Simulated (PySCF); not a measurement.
H₃NSeZn (SMILES [NH2][Zn][SeH]), singlet, at a GFN2-xTB geometry (such geometries of metal compounds can be far from the true shape). Base run: B3LYP/6-31G (PySCF).

The PySCF input:
```python
from pyscf import gto, scf, dft, solvent

mol = gto.M(
    atom='''
Zn    0.04727820    0.41711943   -0.79986246
N    -0.19531761    2.08708080   -1.52256010
H    -0.93662495    2.19753724   -2.20237365
H     0.61170571    2.53916957   -1.93269758
Se   -0.00285027   -0.87371807    1.12321238
H     0.37070577   -2.15344071    0.59964480
''',
    basis='6-31g',
    verbose=3,
)

mf = dft.RKS(mol)
mf.xc = 'b3lyp'
mf.kernel()
```

Variants of this job, named by their change:

```json
[
 {"change": "base", "ΔE vs base (kJ/mol)": "0.00", "dipole (D)": "3.55", "HOMO-LUMO gap (eV)": "4.84"},
 {"change": "model = IEF-PCM; solvent = tetrahydrofuran; lebedev_order = 11", "ΔE vs base (kJ/mol)": "-57.1", "dipole (D)": "5.05", "HOMO-LUMO gap (eV)": "5.37"},
 {"change": "model = IEF-PCM; solvent = dichloromethane", "ΔE vs base (kJ/mol)": "-59.3", "dipole (D)": "5.17", "HOMO-LUMO gap (eV)": "5.42"},
 {"change": "model = IEF-PCM; solvent = acetonitrile", "ΔE vs base (kJ/mol)": "-70.3", "dipole (D)": "5.48", "HOMO-LUMO gap (eV)": "5.53"},
 {"change": "model = IEF-PCM; solvent = tetrahydrofuran; vdw_scale = 1.4", "ΔE vs base (kJ/mol)": "(withheld)", "dipole (D)": "(withheld)", "HOMO-LUMO gap (eV)": "(withheld)"},
 {"change": "model = SS(V)PE; solvent = tetrahydrofuran", "ΔE vs base (kJ/mol)": "-56.1", "dipole (D)": "5.07", "HOMO-LUMO gap (eV)": "5.40"},
 {"change": "model = IEF-PCM; solvent = n-hexane", "ΔE vs base (kJ/mol)": "-22.90", "dipole (D)": "4.16", "HOMO-LUMO gap (eV)": "5.11"},
 {"change": "model = IEF-PCM; solvent = tetrahydrofuran; vdw_scale = 1.1", "ΔE vs base (kJ/mol)": "(withheld)", "dipole (D)": "5.48", "HOMO-LUMO gap (eV)": "(withheld)"},
 {"change": "model = IEF-PCM; solvent = tetrahydrofuran", "ΔE vs base (kJ/mol)": "-56.7", "dipole (D)": "5.10", "HOMO-LUMO gap (eV)": "5.40"},
 {"change": "model = COSMO; solvent = tetrahydrofuran", "ΔE vs base (kJ/mol)": "-56.7", "dipole (D)": "5.10", "HOMO-LUMO gap (eV)": "5.41"},
 {"change": "model = IEF-PCM; solvent = tetrahydrofuran; vdw_scale = 1.0", "ΔE vs base (kJ/mol)": "-138.7", "dipole (D)": "5.93", "HOMO-LUMO gap (eV)": "5.77"},
 {"change": "model = IEF-PCM; solvent = tetrahydrofuran; r_probe = 0.5", "ΔE vs base (kJ/mol)": "(withheld)", "dipole (D)": "(withheld)", "HOMO-LUMO gap (eV)": "(withheld)"}
]
```

Fill in the missing entries.


- model = IEF-PCM; solvent = tetrahydrofuran; vdw_scale = 1.4, ΔE vs base (kJ/mol): -26.4
- model = IEF-PCM; solvent = tetrahydrofuran; vdw_scale = 1.4, dipole (D): 4.56
- model = IEF-PCM; solvent = tetrahydrofuran; vdw_scale = 1.4, HOMO-LUMO gap (eV): 5.20
- model = IEF-PCM; solvent = tetrahydrofuran; vdw_scale = 1.1, ΔE vs base (kJ/mol): -87.7
- model = IEF-PCM; solvent = tetrahydrofuran; vdw_scale = 1.1, HOMO-LUMO gap (eV): 5.56
- model = IEF-PCM; solvent = tetrahydrofuran; r_probe = 0.5, ΔE vs base (kJ/mol): -17.55
- model = IEF-PCM; solvent = tetrahydrofuran; r_probe = 0.5, dipole (D): 4.35
- model = IEF-PCM; solvent = tetrahydrofuran; r_probe = 0.5, HOMO-LUMO gap (eV): 5.13

The base is the gas phase, so ΔE is the electrostatic part of solvation at a fixed geometry, without cavity and dispersion terms.
